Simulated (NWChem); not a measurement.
System: SiH3SeCl; SMILES Cl[Se][SiH3]

The following NWChem deck was run.

```
start job
memory heap 200 mb stack 900 mb global 1100 mb
geometry units angstroms noautoz
  Se     0.792705     0.072227     0.096977
  Cl    -0.774936     1.601663    -0.133251
  Si    -0.679145    -1.684273     0.021065
  H      0.195712    -2.886272     0.166594
  H     -1.396347    -1.705766    -1.284391
  H     -1.651284    -1.596852     1.146368
end
basis spherical
  Se library def2-svpd
  Cl library def2-svpd
  Si library def2-svpd
  H library def2-svpd
end
dft
  xc r2scan
  iterations 150
  vectors input atomic output neutral.movecs
end
task dft energy
charge 1
dft
  odft
  mult 2
  vectors input atomic output cation.movecs
end
task dft energy
charge -1
dft
  odft
  mult 2
  vectors input atomic output anion.movecs
end
task dft energy
```

Excerpt of the output:

```
             Northwest Computational Chemistry Package (NWChem) 7.3.0
             --------------------------------------------------------

 CS  symmetry detected

                             Geometry "geometry" -> ""
                             -------------------------

 Output coordinates in angstroms (scale by  1.889725989 to convert to a.u.)

  No.       Tag          Charge          X              Y              Z
 ---- ---------------- ---------- -------------- -------------- --------------
    1 Se                  34.0000     0.77808416     0.04089307     0.00000000
    2 Cl                  17.0000    -0.73925454     1.63693849     0.00000000
    3 Si                  14.0000    -0.76628152    -1.65390248     0.00000000
    4 H                    1.0000     0.06760928    -2.89324836     0.00000000
    5 H                    1.0000    -1.61360110    -1.58521786    -1.22325748
    6 H                    1.0000    -1.61360110    -1.58521786     1.22325748

 Effective nuclear repulsion energy (a.u.)     327.0034880372

      Symmetry information
      --------------------

 Group name             Cs
 Group number              2
 Group order               2
 No. of unique centers     5

                                 NWChem DFT Module
                                 -----------------

 Summary of "ao basis" -> "ao basis" (spherical)
 ------------------------------------------------------------------------------
       Tag                 Description            Shells   Functions and Types
 ---------------- ------------------------------  ------  ---------------------
 Se                        def2-svpd                15       41   6s5p4d
 Cl                        def2-svpd                11       27   5s4p2d
 Si                        def2-svpd                10       24   5s3p2d
 H                         def2-svpd                 4        8   2s2p

      Symmetry analysis of basis
      --------------------------

        a'         78
        a"         38

            General Information
            -------------------
          SCF calculation type: DFT
          Wavefunction type:  closed shell.
          No. of atoms     :     6
          No. of electrons :    68
           Alpha electrons :    34
            Beta electrons :    34
          Charge           :     0
          Spin multiplicity:     1
          Use of symmetry is: on ; symmetry adaption is: on
          Maximum number of iterations: 150
          AO basis - number of functions:   116
                     number of shells:    48
          Convergence on energy requested:  1.00D-06
          Convergence on density requested:  1.00D-05
          Convergence on gradient requested:  5.00D-04

              XC Information
              --------------
                      r^2SCAN Method XC Functional
               r^2SCAN metaGGA Exchange Functional  1.000
                     r^2SCAN Correlation Potential  1.000

             Grid Information
             ----------------
          Grid used for XC integration:  medium
          Radial quadrature: Mura-Knowles
          Angular quadrature: Lebedev.
          Tag              B.-S. Rad. Rad. Pts. Rad. Cut. Ang. Pts.
          ---              ---------- --------- --------- ---------
          Se                  1.15      112          12.0       590
          Cl                  1.00       88          12.0       590
          Si                  1.10       88          12.0       590
          H                   0.35       45          14.0       434
          Grid pruning is: on
          Number of quadrature shells:   378
          Spatial weights used:  Erf1

      Superposition of Atomic Density Guess
      -------------------------------------

 Sum of atomic energies:       -3149.08016509

      Non-variational initial energy
      ------------------------------

 Total energy =   -3149.651738
 1-e energy   =   -5032.277116
 2-e energy   =    1555.621889
 HOMO         =      -0.259182
 LUMO         =      -0.086882

      Symmetry analysis of molecular orbitals - initial
      -------------------------------------------------

  Numbering of irreducible representations:

     1 a'          2 a"

  Orbital symmetries:

     1 a'          2 a'          3 a'          4 a'          5 a'
     6 a'          7 a"          8 a'          9 a'         10 a'
    11 a'         12 a"         13 a'         14 a'         15 a"
    16 a'         17 a'         18 a"         19 a'         20 a'
    21 a'         22 a"         23 a'         24 a"         25 a'
    26 a'         27 a'         28 a'         29 a'         30 a"
    31 a"         32 a'         33 a'         34 a"         35 a'
    36 a'         37 a'         38 a'         39 a'         40 a"
    41 a"         42 a'         43 a'         44 a'

   convergence    iter        energy       DeltaE   RMS-Dens  Diis-err
 ---------------- ----- ----------------- --------- --------- ---------
 d= 0,ls=0.0,diis     1  -3152.4399399130 -3.48D+03  9.27D-03  3.58D-01
 d= 0,ls=0.0,diis     2  -3152.4367209040  3.22D-03  6.71D-03  2.42D-01
 d= 0,ls=0.0,diis     3  -3152.4669822325 -3.03D-02  2.63D-03  8.64D-02
 d= 0,ls=0.0,diis     4  -3152.4798930839 -1.29D-02  7.71D-04  7.13D-03
 d= 0,ls=0.0,diis     5  -3152.4808502076 -9.57D-04  1.98D-04  2.96D-04
  Resetting Diis
 d= 0,ls=0.0,diis     6  -3152.4809036017 -5.34D-05  4.75D-05  1.85D-05
 d= 0,ls=0.0,diis     7  -3152.4809067639 -3.16D-06  3.12D-05  1.91D-06
 d= 0,ls=0.0,diis     8  -3152.4809062401  5.24D-07  1.99D-05  4.71D-06
 d= 0,ls=0.0,diis     9  -3152.4809070846 -8.44D-07  2.61D-06  8.86D-08

         Total DFT energy =    -3152.480907084594
      One electron energy =    -5032.772630521522
           Coulomb energy =     1690.637977498851
    Exchange-Corr. energy =     -137.349742099117
 Nuclear repulsion energy =      327.003488037194

 Numeric. integr. density =       67.999984442413

[...]
```

Level: r2SCAN/def2-SVPD, vertical spin-unrestricted ions. The geometry was optimised at PBE0/def2-SVP.
